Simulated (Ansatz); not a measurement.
Ideal-gas functions of AlH4NOSn, SMILES `[OH][SnH]1[NH][AlH]1` at 400 K and 1 bar, from an Ansatz frequency run at PBE0-D4/def2-TZVP.

Molar mass 179.73 g/mol, point group C1 (symmetry number 1), electronic degeneracy 1, moments of inertia 67.351, 255.014, 267.13 u Å². Harmonic wavenumbers (cm⁻¹, unscaled): 119, 152, 245, 309, 377, 398, 503, 544, 578, 596, 616, 822, 850, 889, 1904, 1937, 3618, 3893.

Use S(trans) = R[1.5 ln M + 2.5 ln T − 1.1517]; rotational temperatures θ = 24.2544 K / I; S(rot) = R[ln(√π/σ · √(T³/θAθBθC)) + 1.5]; for each mode x = 1.438777 ν̃/T, S = R[x/(eˣ − 1) − ln(1 − e⁻ˣ)] and H = RT x/(eˣ − 1); 1 cm⁻¹ = 0.0119627 kJ/mol; R = 8.31446 J/(mol·K).

Task: By hand: the entropy, in J/(mol·K).

Result: Translation 179.7. Rotation: θ = 0.3601, 0.0951, 0.0908 K, giving 116.0. Vibration, mode by mode: 15.43, 13.44, 9.63, 7.85, 6.39, 6.01, 4.43, 3.94, 3.58, 3.40, 3.22, 1.79, 1.65, 1.48, 0.07, 0.06, 0.00, 0.00, in all 82.4. Electronic 0.0. Sum 378.1 J/(mol·K).

Task: By hand: H − E and G − E in kJ/mol, counted from the electronic energy.

Result: Zero-point energy ½ × 18350 × 0.0119627 = 109.8; thermal vibration 18.7; translation, rotation and pV give 4 RT = 13.3. H − E = 141.8 kJ/mol, and G − E = 141.8 − 400 × 378.1/1000 = -9.4 kJ/mol.

Vibration gives 22 % of the entropy, 15.4 J/(mol·K) of it from the mode under 150 cm⁻¹: soft modes count most, and the harmonic formula is weakest for them. The sum counts one conformer and one mirror image; others add a mixing term.
